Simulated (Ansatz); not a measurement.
Steps of a relaxation of C3H9InO (`CC(C)[O][InH2]`) with RKS PBE0-D4/def2-TZVP.

```sh
$ ansatz run in.yaml --threads 2 --pin off --events-out ev --progress --plain --max-ram 22528MiB --backend cuda --devices 0, --max-vram 18GiB
```

```yaml
crystal:
  periodic: [false, false, false]
  atoms:
    - {symbol: C, position_ang: [-1.448120, 0.271470, 0.812120]}
    - {symbol: C, position_ang: [-0.039660, -0.041470, 0.309300]}
    - {symbol: C, position_ang: [0.441150, -1.402360, 0.810340]}
    - {symbol: O, position_ang: [-0.029510, -0.028940, -1.096110]}
    - {symbol: In, position_ang: [1.084770, 1.224050, -2.108370]}
    - {symbol: H, position_ang: [-1.748420, 1.259100, 0.460520]}
    - {symbol: H, position_ang: [-2.146180, -0.462920, 0.418390]}
    - {symbol: H, position_ang: [-1.476980, 0.252990, 1.898640]}
    - {symbol: H, position_ang: [0.647940, 0.734410, 0.711590]}
    - {symbol: H, position_ang: [1.447810, -1.591680, 0.435580]}
    - {symbol: H, position_ang: [-0.218540, -2.181460, 0.436930]}
    - {symbol: H, position_ang: [0.452250, -1.426180, 1.897240]}
    - {symbol: H, position_ang: [2.029300, 2.320330, -1.186230]}
    - {symbol: H, position_ang: [1.004190, 1.072670, -3.799950]}
basis:
  gaussian: {orbitals: def2-TZVP}
hamiltonian: {xc: pbe0, dispersion: d4}
relax: {f_tol: 0.005, max_steps: 150}
```

Positions (Å) and forces (eV/Å) along the path, 9 of 9 steps:

```xyz
14
step=1 energy=-10474.5588 eV
C    -1.448    0.271    0.812    0.515    0.048   -0.270
C    -0.040   -0.041    0.309   -0.050   -0.043    0.331
C     0.441   -1.402    0.810   -0.009    0.509   -0.276
O    -0.030   -0.029   -1.096   -0.234   -0.264    0.208
In    1.085    1.224   -2.108    0.381    0.398   -0.355
H    -1.748    1.259    0.461   -0.095    0.055    0.040
H    -2.146   -0.463    0.418   -0.142   -0.119   -0.038
H    -1.477    0.253    1.899   -0.078    0.022    0.184
H     0.648    0.734    0.712   -0.156   -0.178   -0.030
H     1.448   -1.592    0.436    0.062   -0.084    0.045
H    -0.219   -2.181    0.437   -0.100   -0.159   -0.035
H     0.452   -1.426    1.897    0.027   -0.073    0.177
H     2.029    2.320   -1.186   -0.034   -0.026    0.128
H     1.004    1.073   -3.800   -0.087   -0.084   -0.108
14
step=2 energy=-10474.5871 eV
C    -1.439    0.278    0.805    0.213   -0.020   -0.114
C    -0.031   -0.033    0.315   -0.004   -0.008    0.081
C     0.446   -1.394    0.805   -0.042    0.206   -0.109
O    -0.008   -0.009   -1.092   -0.081   -0.092    0.109
In    1.111    1.244   -2.140    0.108    0.141   -0.134
H    -1.749    1.268    0.463   -0.022    0.014    0.009
H    -2.137   -0.457    0.403   -0.059   -0.037   -0.007
H    -1.486    0.254    1.895   -0.032    0.003    0.062
H     0.649    0.733    0.734   -0.039   -0.045   -0.041
H     1.458   -1.592    0.446    0.014   -0.018    0.014
H    -0.212   -2.175    0.418   -0.028   -0.061   -0.008
H     0.446   -1.438    1.895    0.005   -0.033    0.060
H     2.005    2.298   -1.111   -0.047   -0.066   -0.088
H     0.948    1.023   -3.834    0.013    0.016    0.166
14
step=3 energy=-10474.5909 eV
C    -1.436    0.276    0.803    0.058   -0.006   -0.024
C    -0.030   -0.032    0.317   -0.020   -0.019    0.019
C     0.443   -1.392    0.804   -0.011    0.056   -0.026
O    -0.007   -0.009   -1.090    0.014    0.011    0.000
In    1.113    1.252   -2.141    0.005    0.004    0.002
H    -1.750    1.265    0.463   -0.008    0.002    0.003
H    -2.136   -0.461    0.402   -0.008   -0.002    0.003
H    -1.489    0.253    1.895   -0.014    0.000    0.007
H     0.649    0.733    0.735   -0.003   -0.005   -0.006
H     1.458   -1.592    0.452    0.003   -0.008    0.006
H    -0.213   -2.175    0.415    0.000   -0.007    0.001
H     0.440   -1.442    1.896   -0.001   -0.013    0.006
H     2.015    2.303   -1.129   -0.012   -0.015   -0.021
H     0.943    1.021   -3.822   -0.004    0.001    0.031
14
step=4 energy=-10474.5913 eV
C    -1.435    0.276    0.802    0.000   -0.001    0.002
C    -0.028   -0.032    0.319   -0.005   -0.007    0.002
C     0.443   -1.391    0.804   -0.001   -0.001    0.003
O    -0.004   -0.007   -1.088    0.009    0.008    0.001
In    1.115    1.254   -2.141   -0.008   -0.005    0.005
H    -1.750    1.265    0.462    0.000   -0.001   -0.001
H    -2.135   -0.461    0.400    0.000    0.001    0.000
H    -1.492    0.253    1.894   -0.002   -0.001   -0.004
H     0.650    0.732    0.738    0.004    0.004    0.000
H     1.460   -1.591    0.457   -0.001    0.000    0.002
H    -0.210   -2.174    0.410    0.002    0.002   -0.001
H     0.435   -1.447    1.896   -0.002   -0.002   -0.004
H     2.019    2.305   -1.134    0.004    0.002   -0.002
H     0.933    1.018   -3.817   -0.002   -0.001   -0.004
14
step=5 energy=-10474.5913 eV
C    -1.435    0.275    0.802    0.010    0.001   -0.001
C    -0.025   -0.030    0.323   -0.007   -0.010    0.037
C     0.442   -1.392    0.806   -0.001    0.011   -0.001
O     0.004   -0.002   -1.082   -0.004   -0.004   -0.048
In    1.116    1.256   -2.144   -0.004   -0.003    0.009
H    -1.752    1.265    0.464    0.007   -0.003   -0.002
H    -2.131   -0.462    0.394    0.000    0.003    0.000
H    -1.497    0.248    1.893    0.002    0.000   -0.004
H     0.652    0.734    0.745   -0.004   -0.004    0.012
H     1.461   -1.593    0.466   -0.003    0.006    0.000
H    -0.210   -2.171    0.403    0.003    0.000    0.000
H     0.425   -1.453    1.898   -0.001    0.003   -0.004
H     2.028    2.310   -1.148    0.003    0.002   -0.002
H     0.923    1.017   -3.820   -0.003   -0.001    0.004
14
step=6 energy=-10474.5914 eV
C    -1.434    0.275    0.801   -0.005   -0.001    0.002
C    -0.026   -0.031    0.322    0.001    0.002    0.010
C     0.443   -1.392    0.806    0.000   -0.005    0.000
O     0.003   -0.004   -1.084    0.000    0.000   -0.008
In    1.115    1.257   -2.142    0.002   -0.004    0.001
H    -1.749    1.265    0.462    0.002   -0.001   -0.001
H    -2.132   -0.461    0.394    0.000    0.001    0.000
H    -1.497    0.249    1.892    0.001    0.000   -0.002
H     0.651    0.732    0.745    0.001    0.000    0.001
H     1.462   -1.591    0.467   -0.001    0.002    0.000
H    -0.208   -2.173    0.403    0.002    0.001    0.000
H     0.425   -1.453    1.898   -0.001    0.002   -0.002
H     2.030    2.310   -1.148   -0.001    0.001    0.000
H     0.919    1.016   -3.817   -0.002    0.002   -0.001
14
step=7 energy=-10474.5914 eV
C    -1.434    0.275    0.800    0.000    0.001    0.001
C    -0.026   -0.032    0.323   -0.001   -0.005   -0.003
C     0.443   -1.392    0.807    0.001    0.000    0.001
O     0.004   -0.005   -1.083    0.000    0.003    0.001
In    1.114    1.256   -2.142    0.000    0.000    0.000
H    -1.748    1.265    0.461    0.000    0.000    0.000
H    -2.133   -0.460    0.393    0.001    0.000    0.000
H    -1.498    0.250    1.891   -0.001    0.001    0.000
H     0.651    0.732    0.746    0.000    0.000    0.000
H     1.463   -1.589    0.470    0.000    0.000    0.001
H    -0.205   -2.174    0.401    0.000    0.001    0.000
H     0.422   -1.454    1.899    0.001    0.000    0.000
H     2.033    2.307   -1.148    0.000    0.000    0.000
H     0.914    1.020   -3.817    0.000    0.000    0.000
14
step=8 energy=-10474.5914 eV rejected
C    -1.434    0.275    0.800   -0.001   -0.002    0.001
C    -0.026   -0.032    0.323    0.002    0.007    0.000
C     0.443   -1.393    0.807   -0.001    0.000   -0.003
O     0.004   -0.004   -1.083    0.002   -0.004    0.001
In    1.114    1.257   -2.142    0.000    0.000    0.001
H    -1.748    1.265    0.460    0.000    0.000    0.000
H    -2.132   -0.460    0.393   -0.002    0.000    0.000
H    -1.498    0.250    1.891    0.000    0.000    0.000
H     0.651    0.732    0.746    0.001    0.000    0.001
H     1.464   -1.590    0.471    0.000    0.001    0.000
H    -0.205   -2.174    0.401    0.000   -0.001    0.000
H     0.422   -1.454    1.899    0.000    0.001   -0.001
H     2.033    2.307   -1.149    0.000    0.000    0.000
H     0.913    1.021   -3.817    0.000    0.000    0.000
14
step=9 energy=-10474.5914 eV
C    -1.434    0.275    0.800    0.000    0.000    0.000
C    -0.026   -0.032    0.323    0.000    0.000   -0.001
C     0.443   -1.393    0.807    0.000    0.000    0.000
O     0.004   -0.005   -1.083    0.000    0.000    0.001
In    1.114    1.256   -2.142    0.000    0.000    0.000
H    -1.748    1.265    0.460    0.000    0.000    0.000
H    -2.132   -0.460    0.393    0.000    0.000    0.000
H    -1.498    0.250    1.891    0.000    0.000    0.000
H     0.651    0.732    0.746    0.000    0.000    0.000
H     1.463   -1.589    0.471    0.000    0.000    0.000
H    -0.205   -2.174    0.401    0.000    0.000    0.000
H     0.422   -1.454    1.899    0.000    0.000    0.000
H     2.033    2.307   -1.149    0.000    0.000    0.000
H     0.914    1.020   -3.817    0.000    0.000    0.000
```

Hardware: 2 threads of an AMD EPYC 7R13 on a shared host and a share of an NVIDIA H100 80 GB. Wall time 22 s, peak host memory 0.91 GiB.
